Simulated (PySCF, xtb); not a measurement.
1-ethynyl-1-methylcyclopropane (C6H8), SMILES C#CC1(C)CC1.

Harmonic wavenumbers (cm⁻¹) from GFN2-xTB (xtb 6.7.1) at its own minimum, in rising order: 153, 155, 189, 324, 330, 457, 467, 654, 669, 705, 803, 900, 923, 937, 976, 1056, 1064, 1095, 1107, 1149, 1283, 1365, 1409, 1433, 1481, 1487, 1498, 2282, 3015, 3024, 3035, 3086, 3087, 3093, 3109, 3396.

Q: What does ωB97X-D3(BJ)/def2-SVP (PySCF) give at its own minimum? (An estimate is asked for; the answer gives what the named calculation found.)

A: 176, 202, 236, 343, 345, 548, 557, 678, 701, 744, 792, 894, 937, 958, 973, 1048, 1091, 1109, 1123, 1187, 1326, 1357, 1419, 1444, 1469, 1482, 1517, 2267, 3067, 3159, 3165, 3165, 3168, 3260, 3268, 3486. Paired by order, the mean absolute difference is 44 cm⁻¹ and the zero-point energies are 73.2 and 75.3 kcal/mol.
